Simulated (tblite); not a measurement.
C7H19AlN2.
Atom-mapped SMILES: `[CH3:1][N+:2]([CH3:3])([CH3:4])[AlH2-:5][N:6]1[CH2:7][CH2:8][CH2:9][CH2:10]1` (hydrogens: H11, H12, H13 on C1; H14, H15, H16 on C3; H17, H18, H19 on C4; H20, H21 on Al5; H22, H23 on C7; H24, H25 on C8; H26, H27 on C9; H28, H29 on C10)

Computed with GFN2-xTB (tblite), gas phase: L-BFGS steps from a force-field or distance-geometry start until the largest atomic force falls under 0.01 eV/Å.

The end geometry, which sets the zero of energy:
```
atom  x, y, z in Å
C1     -3.1042   -0.0215   -0.7754
N2     -1.9357   -0.3319    0.0281
C3     -2.0033    0.3643    1.3001
C4     -1.8161   -1.7670    0.2115
Al5    -0.3495    0.3448   -1.0594
N6      1.1227   -0.1063   -0.1251
C7      2.2366    0.4064   -0.9061
C8      3.0876    1.2054    0.0901
C9      2.7901    0.5297    1.4405
C10     1.7595   -0.5633    1.0906
H11    -3.1244    1.0501   -0.9701
H12    -3.0233   -0.5359   -1.7316
H13    -4.0330   -0.3195   -0.2776
H14    -1.9961    1.4377    1.1103
H15    -2.9048    0.0981    1.8636
H16    -1.1220    0.1193    1.8893
H17    -1.6675   -2.2294   -0.7645
H18    -2.7054   -2.1936    0.6886
H19    -0.9376   -1.9778    0.8182
H20    -0.5634   -0.4785   -2.3748
H21    -0.6956    1.8731   -1.0995
H22     2.8328   -0.4154   -1.3286
H23     1.8565    1.0100   -1.7357
H24     2.7655    2.2457    0.1017
H25     4.1455    1.1719   -0.1663
H26     3.6838    0.1022    1.8936
H27     2.3581    1.2444    2.1400
H28     1.0356   -0.7215    1.8928
H29     2.2879   -1.5138    0.9128
```

Task: These geometries come from the run, each turned onto the end geometry. Order them by energy, lowest first.
A.
```
atom  x, y, z in Å
C1     -3.0124   -0.4595   -0.9954
N2     -2.0214   -0.3655    0.0787
C3     -2.4450    0.6877    1.0026
C4     -1.9706   -1.6547    0.7692
Al5    -0.2538    0.1619   -0.8548
N6      1.0312    0.5393    0.3966
C7      1.9626    1.3538   -0.3921
C8      3.3301    1.2830    0.2948
C9      3.3100   -0.1146    0.9150
C10     1.8566   -0.5994    0.8128
H11    -3.0913    0.4914   -1.5062
H12    -2.7418   -1.2317   -1.7094
H13    -3.9807   -0.7051   -0.5555
H14    -2.0085    1.6388    0.7158
H15    -3.5213    0.7641    0.9605
H16    -2.1345    0.4185    2.0024
H17    -1.2083   -2.3078    0.3482
H18    -2.9442   -2.0990    0.6454
H19    -1.7710   -1.5035    1.8202
H20     0.0361   -1.1044   -1.7615
H21    -0.6429    1.4119   -1.6712
H22     2.0859    0.8867   -1.3796
H23     1.6241    2.3815   -0.5238
H24     3.4816    2.0668    1.0431
H25     4.1117    1.3630   -0.4583
H26     3.9584   -0.7652    0.3360
H27     3.5892   -0.1198    1.9605
H28     1.5373   -0.9707    1.7853
H29     1.8134   -1.4199    0.0777
```
B.
```
atom  x, y, z in Å
C1     -3.0094   -0.4215   -1.0129
N2     -2.0492   -0.3248    0.0721
C3     -2.4621    0.7196    0.9944
C4     -1.9384   -1.5984    0.7599
Al5    -0.3311    0.1329   -1.0465
N6      1.2068    0.0887   -0.1010
C7      2.0798    1.1760   -0.5694
C8      3.2487    1.2755    0.4133
C9      3.3492   -0.1311    1.0030
C10     1.9355   -0.7222    0.8752
H11    -3.0239    0.5242   -1.5535
H12    -2.6880   -1.1968   -1.7043
H13    -4.0131   -0.6521   -0.6494
H14    -2.3881    1.6866    0.4955
H15    -3.4911    0.5583    1.3349
H16    -1.7974    0.7277    1.8554
H17    -1.4929   -2.3298    0.0841
H18    -2.9232   -1.9475    1.0922
H19    -1.2816   -1.4880    1.6219
H20    -0.4875   -0.9763   -2.1434
H21    -0.8085    1.5883   -1.4236
H22     2.4642    0.9763   -1.5807
H23     1.5027    2.1056   -0.6244
H24     3.0369    2.0061    1.1956
H25     4.1704    1.5671   -0.0945
H26     4.0491   -0.7302    0.4183
H27     3.6964   -0.1052    2.0367
H28     1.4130   -0.7091    1.8438
H29     2.0133   -1.7723    0.5643
```
C.
```
atom  x, y, z in Å
C1     -3.0841   -0.1508   -0.8680
N2     -1.9491   -0.3225    0.0239
C3     -2.1061    0.5042    1.2088
C4     -1.7792   -1.7227    0.3750
Al5    -0.3625    0.2933   -1.1185
N6      1.1135    0.0093   -0.1219
C7      2.2147    0.6258   -0.8482
C8      3.0437    1.2925    0.2416
C9      3.0302    0.2097    1.3247
C10     1.7018   -0.5447    1.0914
H11    -3.1449    0.8952   -1.1700
H12    -2.9178   -0.7467   -1.7652
H13    -4.0305   -0.4481   -0.4053
H14    -2.2136    1.5417    0.8970
H15    -2.9739    0.2048    1.8043
H16    -1.2127    0.4296    1.8231
H17    -1.6574   -2.2973   -0.5412
H18    -2.6376   -2.1072    0.9347
H19    -0.8772   -1.8366    0.9684
H20    -0.5462   -0.6537   -2.3486
H21    -0.7569    1.7934   -1.3143
H22     2.8310   -0.1212   -1.3657
H23     1.8145    1.3225   -1.5886
H24     2.5414    2.2010    0.5814
H25     4.0547    1.5433   -0.0769
H26     3.8687   -0.4699    1.1643
H27     3.1035    0.6220    2.3287
H28     1.0111   -0.4198    1.9294
H29     1.9014   -1.6193    0.9929
```
D.
```
atom  x, y, z in Å
C1     -3.1215   -0.3543   -0.8578
N2     -1.9495   -0.3136   -0.0002
C3     -2.1257    0.6746    1.0496
C4     -1.6986   -1.6323    0.5565
Al5    -0.3835    0.2826   -1.2058
N6      1.1142    0.1344   -0.2011
C7      2.2205    0.9123   -0.7601
C8      3.1049    1.2437    0.4372
C9      3.0755   -0.0852    1.1861
C10     1.6345   -0.5732    0.9733
H11    -3.2360    0.6119   -1.3478
H12    -2.9682   -1.1075   -1.6285
H13    -4.0315   -0.5914   -0.2948
H14    -2.2870    1.6493    0.5906
H15    -2.9716    0.4337    1.7016
H16    -1.2132    0.7301    1.6400
H17    -1.3863   -2.2984   -0.2494
H18    -2.5923   -2.0422    1.0424
H19    -0.8886   -1.5668    1.2796
H20    -0.5760   -0.7585   -2.3611
H21    -0.8657    1.7483   -1.4800
H22     2.8024    0.3254   -1.4863
H23     1.8295    1.7920   -1.2785
H24     2.6434    2.0281    1.0378
H25     4.1114    1.5484    0.1553
H26     3.7794   -0.7796    0.7251
H27     3.3261    0.0099    2.2416
H28     1.0246   -0.3334    1.8556
H29     1.6093   -1.6607    0.8361
```
E.
```
atom  x, y, z in Å
C1     -3.0998    0.0110   -0.7816
N2     -1.9431   -0.3367    0.0239
C3     -2.0189    0.3189    1.3162
C4     -1.8401   -1.7783    0.1585
Al5    -0.3383    0.3357   -1.0395
N6      1.1212   -0.1050   -0.0798
C7      2.2374    0.3525   -0.8912
C8      3.0528    1.2364    0.0545
C9      2.8740    0.5394    1.4130
C10     1.7502   -0.4948    1.1653
H11    -3.1527    1.0944   -0.8764
H12    -2.9749   -0.4088   -1.7791
H13    -4.0308   -0.3623   -0.3410
H14    -1.9430    1.3955    1.1618
H15    -2.9548    0.0871    1.8367
H16    -1.1762    0.0039    1.9278
H17    -1.6835   -2.2046   -0.8326
H18    -2.7396   -2.2137    0.6070
H19    -0.9725   -2.0183    0.7700
H20    -0.5278   -0.5062   -2.3485
H21    -0.6843    1.8618   -1.1090
H22     2.8502   -0.4924   -1.2371
H23     1.8591    0.8837   -1.7698
H24     2.6147    2.2339    0.0780
H25     4.0969    1.3173   -0.2450
H26     3.7903    0.0429    1.7319
H27     2.5867    1.2530    2.1839
H28     1.0299   -0.5206    1.9863
H29     2.1972   -1.4979    1.0729
```

Result: E (0.007 eV), C (0.050 eV), D (0.101 eV), B (0.278 eV), A (0.911 eV).

In the order of the answer:

| step | E above end (eV) | largest force (eV/Å) | rms force component (eV/Å) | rms distance from end (Å) | rms bond change (Å) | bond most changed (Å) |
| --- | --- | --- | --- | --- | --- | --- |
| 163 | 0.007 | 0.02 | 0.006 | 0.115 | 0.001 | C9–C10 +0.005 |
| 133 | 0.050 | 0.14 | 0.040 | 0.362 | 0.004 | C7–C8 -0.012 |
| 109 | 0.101 | 0.05 | 0.013 | 0.650 | 0.007 | N2–Al5 +0.026 |
| 37 | 0.278 | 0.19 | 0.046 | 0.880 | 0.013 | N2–Al5 +0.062 |
| 3 | 0.911 | 0.78 | 0.187 | 0.996 | 0.013 | Al5–N6 +0.032 |

The cost below is that of the whole relaxation. On one thread, Intel Xeon Platinum 8259CL at 2.50 GHz (x86_64), shared host with 96 logical CPUs at a one-minute load of 32, this took 4.5 s of wall time.
